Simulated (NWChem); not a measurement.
## Basis-set convergence for ClFSi

```xyz
3

Si    -0.7972    -0.4128     0.0000
F      0.2631    -1.6490     0.0000
Cl     0.5173     1.2129     0.0000
```
Charge 0, spin multiplicity 1.

The numbers come from NWChem runs, not from measurements. Structure: optimised with PBE0/def2-SVP, a minimum by its harmonic frequencies.

Quantity: vertical ionisation energy at the level ΔB3LYP (Δ: difference of total energies, the cation a doublet at the parent's geometry with its hole in an orbital of symmetry a' (Cs labels); it is the state that the SCF runs reached, from PBE0 orbitals for Hartree-Fock references, and need not be the lowest).

B3LYP has NWChem's definition, with VWN1-RPA local correlation. The Pople sets run with spherical d functions. The structure started from a generated list of species. The stability of the SCF solutions was not checked.

Relative cost: rough, from shared machines, SCF included, 3-21G = 1.

```
basis        functions  vertical ionisation energy (eV)  relative cost
-----------  ---------  -------------------------------  -------------
3-21G               35                            10.61              1
6-31G*              50                            10.49        under 3
def2-SVP            50                                …        under 3
cc-pVDZ             50                            10.48        under 3
6-31+G*             62                                …        under 3
6-311G**            70                                …        under 3
aug-cc-pVDZ         77                            10.58        under 3
cc-pVTZ             98                            10.50              5
def2-TZVPD         129                            10.53              4
aug-cc-pVTZ        146                            10.54             10
```

### Question
What belongs in the gaps?

### Answer

- def2-SVP, vertical ionisation energy (eV): 10.44
- 6-31+G*, vertical ionisation energy (eV): 10.65
- 6-311G**, vertical ionisation energy (eV): 10.63
